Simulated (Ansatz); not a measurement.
Al$_{2}$F$_{2}$H$_{4}$ (`[F+]1[AlH2-][F+][AlH2-]1`). The species carries charge 0 and has multiplicity 1. All single points use the PBE0-D4/def2-TZVP geometry.

```xyz
8

F    -0.644    0.802   -0.577
Al   -1.168   -0.557    0.528
F     0.644   -0.802    0.578
Al    1.168    0.557   -0.528
H    -1.658    0.036    1.899
H    -1.832   -1.702   -0.321
H     1.657   -0.037   -1.899
H     1.833    1.702    0.321
```

What is the dipole moment at ωB97M-V/def2-TZVPP? (Estimate.)

Ansatz gave: 0.00 D, zero by symmetry or nearly so.

Give the Mulliken charges with ωB97M-V, r2SCAN, B3LYP in def2-TZVPP. (Best estimate.)

Ansatz gave: 
```
atom  ωB97M-V  r2SCAN  B3LYP
  F1    -0.26   -0.28  -0.28
 Al2     0.50    0.61   0.58
  F3    -0.26   -0.28  -0.28
 Al4     0.50    0.61   0.58
  H5    -0.12   -0.17  -0.15
  H6    -0.12   -0.17  -0.15
  H7    -0.12   -0.17  -0.15
  H8    -0.12   -0.17  -0.15
```

B3LYP here is the variant with VWN-RPA as its local correlation; programs differ in this.
